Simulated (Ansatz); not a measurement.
`[NH2][Y]([F])[Cl]` + `[Li][O]C` → `C[O][Y]([NH2])[Cl]` + `[Li][F]`  (redistribution)

Program: Ansatz. Geometries: PBE0-D4/def2-TZVP. ΔE: electronic, gas phase. CCSD(T)/CBS adds triple-zeta CCSD(T) − MP2 to the extrapolated MP2 energy (def2 sets, frozen cores). DFT in def2-TZVPP. def2 core potentials past Kr. For Li, Y outer-core shells are correlated without core-valence functions, which leaves a few kJ/mol of doubt a bond. One conformer a species, not always the lowest.

CCSD(T)/CBS gives -21.8 kJ/mol.

(1) Another level gave -13.4 kJ/mol. Which?
A. r2SCAN-D4/def2-TZVPP
B. RPA@PBE/def2-TZVPP
C. BHLYP-D4/def2-TZVPP
D. revPBE/def2-TZVPP

(2) What do rigid-rotor, harmonic-oscillator terms from PBE0-D4/def2-TZVP frequencies (298.15 K, 1 bar) make of the CCSD(T)/CBS value? (Estimate.)

Largest T1 diagnostic among the species: 0.013.

## Answers

(1) A. r2SCAN-D4 -13.4, RPA@PBE/def2-TZVPP -23.3, revPBE -9.4, BHLYP-D4 -19.1 kJ/mol.

(2) Computed: ΔZPE = +0.5 kJ/mol, ΔH = -19.4 kJ/mol, ΔS = 14 J/(mol·K), ΔG = -23.6 kJ/mol. Modes under 50 cm⁻¹ make the entropy rough.

Leaving LDA and LC-ωPBE aside and taking each functional with its dispersion term where it has one, the values, not all of them listed here, spread over 10.1 kJ/mol, from PBE-QIDH to revPBE-D4. At CCSD(T), def2-SVP lies +14.5 kJ/mol from the extrapolated value and def2-TZVPP −2.7 kJ/mol. From BLYP to BHLYP (50 % exact exchange), in def2-TZVPP and without D4, ΔE moves by −5.8 kJ/mol.
